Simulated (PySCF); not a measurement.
## Nb⁻ (niobium, charge -1) across methods

[Kr] 4d4 5s2, high-spin 5D determinant. All numbers are calculated (PySCF 2.14, a scalar-relativistic core potential, in def2-QZVPPD with the def2 core potential (28 electrons) (7s5p4d3f2g, 81 functions)). The B2PLYP total includes its PT2 part (frozen core); its orbital energies are those of the SCF part.

```
method  E (hartree)  mean ε 5s α (eV)  mean ε 5s β (eV)  mean ε 4d α (eV)  Σ⟨r²⟩ (bohr²)   ⟨S²⟩
   PBE     -56.8623             0.340             1.291             1.554          86.59  6.029
PBEsol     -56.7557             0.275             1.271             1.528          86.58  6.037
B2PLYP     -56.6776            -0.399             0.585            -0.526          88.69  6.039
   LDA     -56.7154             0.184             1.128             1.504          86.07  6.030
  PBE0     -56.8368            -0.169             0.851             0.426          87.06  6.037
 B3LYP     -56.8718             0.069             0.827             0.839          86.52  6.022
  MN15     -56.7512            -0.670            -0.003            -0.011          86.65  6.004
   UHF    -56.31157            -1.351             0.409            -2.920          94.25  6.137
r2SCAN     -56.8764             0.000             1.171             1.162          88.30  6.109
```

Energies and moments cover only the electrons outside the core potential. At PBE the highest occupied level has a positive energy, so only the finite basis holds that electron; in a semilocal or global hybrid functional this comes from self-interaction and does not mean that the real anion is unbound.

The highest occupied level is positive at PBE, PBEsol, B2PLYP, LDA, PBE0, B3LYP, MN15, UHF, r2SCAN: only the finite basis holds that electron, at UHF too, so the state is unbound at these levels.
